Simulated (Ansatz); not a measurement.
H₄CdGe (SMILES [GeH3][CdH]), singlet, at a GFN2-xTB geometry (such geometries of metal compounds can be far from the true shape) (core potentials on Cd); CAM-B3LYP/def2-TZVPPD in Ansatz (a quantum-chemistry and plane-wave program).

Input for Ansatz:
Ansatz 0.2 input:
```yaml
crystal:
  periodic: [false, false, false]
  atoms:
    - {symbol: Cd, position_ang: [-0.66782928, -0.13183900, -0.80414238]}
    - {symbol: H, position_ang: [-1.04437502, -0.93353898, -2.22390158]}
    - {symbol: Ge, position_ang: [0.89768663, 0.20907990, 1.12281932]}
    - {symbol: H, position_ang: [1.88296081, -0.96230739, 1.14425822]}
    - {symbol: H, position_ang: [1.92454129, 1.31999858, 1.15402102]}
    - {symbol: H, position_ang: [0.56670648, 0.21356312, 2.59423827]}
basis:
  gaussian:
    orbitals: def2-TZVPPD.json
hamiltonian:
  xc: cam_b3lyp
```
The basis file holds def2-TZVPPD in the JSON format of the Basis Set Exchange.

It wrote (shortened):

```
Functional definition: CAM-B3LYP
1037 factors; their error is unknown
260 factors; integrals over basis functions are off by at most 3.4e-5 eV
mean field evaluation 1: about -61148.9606 eV, gradient 2.4e1 eV
mean field evaluation 2: about -61149.4374 eV, gradient 2.3e1 eV
mean field evaluation 4: about -61150.0318 eV, gradient 4.8e-1 eV
mean field evaluation 8: about -61150.2633 eV, gradient 3.0e-1 eV
mean field evaluation 16: about -61150.2634 eV, gradient 5.6e-5 eV
mean field -61150.26339702 eV, -2247.2307307034 hartree, gradient 5.6e-5 eV, S^2 0.000000; 0 other end points of the search recorded, 0 dependent functions left out
reference -61150.26352319 eV, -2247.2307353399 hartree; 28, 28 occupied and 150, 150 virtual orbitals, 1037 factors
Total energy: -61150.26352319 eV, -2247.2307353399 hartree
```
